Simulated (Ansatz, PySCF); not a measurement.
Sites of deprotonation of CS (CH4S):

A. CS (CH4S) -> C[S-] + H+
B. CS (CH4S) -> [CH2-]S + H+

Quantity: gas-phase deprotonation energy (enthalpy at 298 K, with B3LYP-D3(BJ) rigid-rotor harmonic-oscillator terms from PySCF), kJ/mol. Geometries: B3LYP-D3(BJ)/def2-TZVP minima from Ansatz (a first-principles code), one conformer each, not searched for the lowest. Correlated levels leave the core frozen unless marked. No spin-orbit coupling. Non-relativistic. Basis-set limits of correlation are two-point, X^-3; Hartree-Fock from the larger set. [CCSD(T)-MP2]/basis is that difference in the basis named. Anions need diffuse functions, which plain sets lack and def2-D sets hold few of.

|  | SVWN5/def2-TZVPD (Ansatz) | M06-L/def2-TZVPD (PySCF) | BHLYP-D3(BJ)/def2-TZVPD (Ansatz + dftd3) | RI-MP2/CBS(aug-cc-pV(T+d)Z,aug-cc-pV(Q+d)Z)+[CCSD(T)-MP2]/aug-cc-pV(T+d)Z (Ansatz) |
|---|---|---|---|---|
| A | 1459.7 | 1508.6 | 1503.9 | 1494.9 |
| B | 1599.9 | 1662.7 | 1669.9 | 1651.4 |
